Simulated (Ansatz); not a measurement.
Cl2H6Si2Sn, SMILES `[SiH3][Sn]([SiH3])([Cl])[Cl]`, relaxed with RKS PBE0-D4/def2-TZVP in Ansatz from a PBE-D4/def2-SVP geometry. The force threshold is 0.005 eV/Å; the program also tests the step.

Total charge 0; spin multiplicity 1. Sn: def2 effective core potential.

Start:

```xyz
11

Si   -2.104    1.086   -0.135
Sn   -0.018   -0.245    0.640
Si    2.128   -0.758   -0.724
Cl    0.736    0.849    2.626
Cl   -0.845   -2.370    1.353
H    -2.704    0.398   -1.329
H    -1.682    2.480   -0.507
H    -3.081    1.117    1.003
H     3.047   -1.561    0.148
H     1.749   -1.537   -1.953
H     2.774    0.540   -1.121
```

(1) How much energy does the relaxation release, and in how many steps? (An estimate is asked.)

(2) Which bonds change most? (Estimate.)

(3) Give the relaxed structure. (Best estimate.)

Results:

(1) The calculation gave: 0.05 eV, in 4 steps.

(2) Computed: Sn2–Cl5 from 2.390 to 2.345 Å; Sn2–Cl4 from 2.389 to 2.345 Å; Sn2–Si3 from 2.594 to 2.568 Å; Si1–Sn2 from 2.594 to 2.568 Å.

(3) The calculation gave: 
```xyz
11

Si   -2.083    1.076   -0.135
Sn   -0.017   -0.242    0.633
Si    2.107   -0.750   -0.718
Cl    0.719    0.822    2.590
Cl   -0.827   -2.325    1.344
H    -2.671    0.392   -1.314
H    -1.660    2.451   -0.501
H    -3.045    1.104    0.992
H     3.012   -1.543    0.147
H     1.726   -1.519   -1.929
H     2.740    0.535   -1.108
```
